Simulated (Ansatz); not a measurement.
```yaml
crystal:
  periodic: [false, false, false]
  atoms:
    - {symbol: O, position_ang: [2.120026, 0.399269, 0.593472]}
    - {symbol: C, position_ang: [1.070168, 0.060094, 0.307712]}
    - {symbol: S, position_ang: [0.203207, -2.084138, 0.249601]}
    - {symbol: B, position_ang: [-0.304141, -0.468640, -0.058311]}
    - {symbol: S, position_ang: [-1.784300, 0.395920, -0.589223]}
    - {symbol: H, position_ang: [-1.262860, 1.633494, -0.549552]}
basis:
  gaussian: {orbitals: x2c-TZVPPall}
total_charge: 4
hamiltonian: {xc: {name: r2SCAN50}}
accuracy: high
output: {forces: true}
```

```sh
$ ansatz run in.yaml --threads 2 --pin off --events-out ev --progress --plain --max-ram 4352MiB
```

It prints (some lines left out):

```
Functional definition: r2SCAN50
3119 factors; integrals over basis functions are off by at most 1.7e-8 eV
mean field evaluation 1: about -25360.4394 eV, gradient 1.6e2 eV
mean field evaluation 2: about -24738.5725 eV, gradient 3.6e2 eV
mean field evaluation 4: about -25415.9779 eV, gradient 6.9e1 eV
mean field evaluation 8: about -25427.3631 eV, gradient 1.1e0 eV
mean field evaluation 16: about -25427.5629 eV, gradient 4.9e-3 eV
mean field evaluation 32: about -25427.5629 eV, gradient 2.4e-7 eV
mean field -25427.56293398 eV, -934.4457024026 hartree, gradient 3.8e-8 eV, S^2 0.000000; 0 other end points of the search recorded, 0 dependent functions left out
reference -25427.56293446 eV, -934.4457024202 hartree; 24, 24 occupied and 167, 167 virtual orbitals, 3119 factors
Total energy: -25427.56293446 eV, -934.4457024202 hartree
Relativity: scalar
Atom 0 at     2.120026     0.399269     0.593472 Å, force    -5.135114    -1.627537    -1.400658 eV/Å
Atom 1 at     1.070168     0.060094     0.307712 Å, force     8.259382     3.146056     2.202391 eV/Å
Atom 2 at     0.203207    -2.084138     0.249601 Å, force    -0.020942    -1.641660     0.150236 eV/Å
Atom 3 at    -0.304141    -0.468640    -0.058311 Å, force     0.098384    -1.806533     0.202287 eV/Å
Atom 4 at    -1.784300     0.395920    -0.589223 Å, force    -3.578037     0.102841    -1.093671 eV/Å
Atom 5 at    -1.262860     1.633494    -0.549552 Å, force     0.376327     1.826833    -0.060586 eV/Å
Dipole moment:    -0.994387     0.121393    -0.312947 e Å
```

In this input the charge is far from anything that the molecule holds. The calculation finished and met its thresholds. The result belongs to that input, not to the molecule as meant.
